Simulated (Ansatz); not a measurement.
Gas-phase electronic energies from Ansatz, PBE0-D4/def2-TZVP geometries. CCSD(T)/CBS adds triple-zeta CCSD(T) − MP2 to the extrapolated MP2 energy (def2 sets, frozen cores). This one scheme is used for every species. Functionals use def2-TZVPP. B3LYP here is the variant with VWN-RPA as its local correlation; programs differ in this. For Br outer-core shells are correlated without core-valence functions, which leaves a few kJ/mol of doubt a bond. Scalar relativity is left out up to krypton.

`[CH3][AlH][Br]` + H₂ → `[CH3][AlH2]` + HBr  (hydrogenolysis of the Al–Br bond)

Is it downhill or uphill in electronic energy at CCSD(T)/CBS, and by how much? (Best estimate.)

The calculation gave: Uphill: ΔE = +1.65 eV.

What do these levels give: LDA (SPW92), PBE-D4, revPBE-D4, B97M-V, B3LYP-D4, r2SCANh-D4, B2PLYP, BLYP, r2SCAN, BHLYP, CCSD/def2-TZVPP, CCSD/def2-QZVPP? (Estimate.)

Computed: LDA (SPW92) 1.55, PBE-D4 1.60, revPBE-D4 1.59, B97M-V 1.47, B3LYP-D4 1.59, r2SCANh-D4 1.68, B2PLYP 1.60, BLYP 1.51, r2SCAN 1.67, BHLYP 1.56, CCSD/def2-TZVPP 1.56, CCSD/def2-QZVPP 1.60 eV.

Largest T1 diagnostic among the species: 0.009.

In def2-TZVPP, CCSD(T) changes the Hartree–Fock value by +0.05 eV (the triples alone add +0.03 eV) and MP2 by +0.16 eV. The D4 term adds +0.05 eV with B3LYP and +0.03 eV with PBE0; it sums over pairs of atoms, weighted by their polarisabilities, and B3LYP, whose exchange is more repulsive, gets the larger term. Leaving LDA and LC-ωPBE aside and taking each functional with its dispersion term where it has one, the values, not all of them listed here, spread over 0.21 eV, from B97M-V to r2SCAN-D4.
